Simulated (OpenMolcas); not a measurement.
**Er3+ in a point-charge field**

Er3+ among 8 point charges of -0.5 e arranged as a cube (Oh), 2.6 Å from the ion.

- Program: OpenMolcas
- Method: CASSCF
- Basis: ANO-RCC-VDZP [7s6p4d2f1g]
- Scalar Hamiltonian: DKH2, point nucleus
- Active space: 11 electrons in 7 orbitals (4f)
- State averaging: 2S+1 = 4 odd, 35 roots (30 in the spin-orbit step); 2S+1 = 2 odd, 73 roots kept (CI in the orbitals of an earlier block)
- Spin-orbit coupling: RASSI with atomic mean-field integrals over the reference wave functions

The lowest spin-free states (labels of O, the rotations of Oh), above the lowest:

| State | Degeneracy | E (cm-1) | Free-ion L (%) |
| --- | --- | --- | --- |
| 4E | 2 | 0.0 | I (100) |
| 4T2 | 3 | 2.0 | I (100) |
| 4A2 | 1 | 36.5 | I (100) |
| 4T2 | 3 | 41.5 | I (100) |
| 4T1 | 3 | 47.7 | I (100) |
| 4A1 | 1 | 54.6 | I (100) |
| 2S+1 = 2 | 5 | 17861 | H (100) |
| 2T1 | 3 | 17867 | H (100) |
| 2T2 | 3 | 17867 | H (100) |
| 4T1 | 3 | 18164 | F (100) |
| 4A1 | 1 | 18181 | S (100) |
| 4T2 | 3 | 18183 | F (100) |
| 4A2 | 1 | 18228 | F (100) |
| 2T2 | 3 | 23773 | G (100) |
| 2E | 2 | 23784 | G (100) |
| 2T1 | 3 | 23788 | G (100) |
| 2A1 | 1 | 23794 | G (100) |
| 2T1 | 3 | 26923 | K (100) |
| 2T2 | 3 | 26927 | K (100) |
| 2A2 | 1 | 26954 | K (100) |

The lowest levels with spin-orbit coupling:

```
E (cm-1)  Degeneracy  Label      2S+1     J   |mJ| (%)               g
     0.0           2     Γ6         4  7.50   1/2 (52)  5.99 5.99 5.99
     4.4           4     Γ8         4  7.50   3/2 (31)                
    12.4           2     Γ7         4  7.50  13/2 (40)  6.79 6.79 6.79
    38.0           4     Γ8         4  7.50   7/2 (39)                
    44.0           4     Γ8         4  7.50   9/2 (39)                
    6662           4     Γ8         4  6.50   1/2 (43)                
    6666           2     Γ7         4  6.50   3/2 (59)  0.21 0.21 0.21
    6682           2     Γ7         4  6.50   5/2 (61)  0.53 0.53 0.53
    6688           4     Γ8         4  6.50   7/2 (37)                
    6693           2     Γ6         4  6.50   9/2 (69)  5.53 5.53 5.53
   10739           4     Γ8  4 (89 %)  5.50   1/2 (43)                
   10747           2     Γ7  4 (88 %)  5.50   3/2 (46)  3.59 3.59 3.59
   10755           4     Γ8  4 (88 %)  5.50   9/2 (38)                
   10759           2     Γ6  4 (88 %)  5.50   7/2 (73)  3.59 3.59 3.59
   13475           2     Γ6  4 (76 %)  4.50   1/2 (58)  2.91 2.91 2.91
   13497           4     Γ8  4 (76 %)  4.50   3/2 (47)                
   13508           4     Γ8  4 (76 %)  4.50   5/2 (47)                
   18996           2     Γ6  4 (74 %)  4.50   1/2 (58)  4.44 4.44 4.44
   19000           4     Γ8  4 (74 %)  4.50   3/2 (37)                
   19015           4     Γ8  4 (74 %)  4.50   7/2 (46)
```

Powder χT (cm3 K/mol): 7.92 at 2 K, 10.6 at 10 K, 11.3 at 50 K, 11.4 at 100 K, 11.4 at 200 K, 11.4 at 300 K. The effective moment at 300 K is 2.828 √(χT) = 9.56 μB.

Hund's rules give f11 the level 4I15/2 with g = 1.200, so an isolated free-ion multiplet has χT = g² J(J+1) / 8 = 11.475 cm3 K/mol. The computed 11.435 at 300 K differs by 0 %, through the field's splitting, the mixing of terms and any other multiplet in reach.

Stevens parameters of the J = 15/2 multiplet, which is 44 cm-1 wide (cm-1, z along the main axis): B40 = -1.221e-03, B44 = -6.103e-03, B60 = 2.919e-06, B64 = -6.131e-05.

High states are left out of the spin-orbit mixing, which shifts the levels that they would mix with. This is an electrostatic model: the charges have no orbitals. A group larger than the point group allows holds several states that coincide in this model. The first state left out of the spin-orbit step lies near 47000 cm-1 above the lowest spin-free state of the reference (among the parities and spins computed), and the lists stop at four fifths of that energy or lower. No measured value stands beside these numbers.

A state without a sure symmetry label is named by its multiplicity alone.
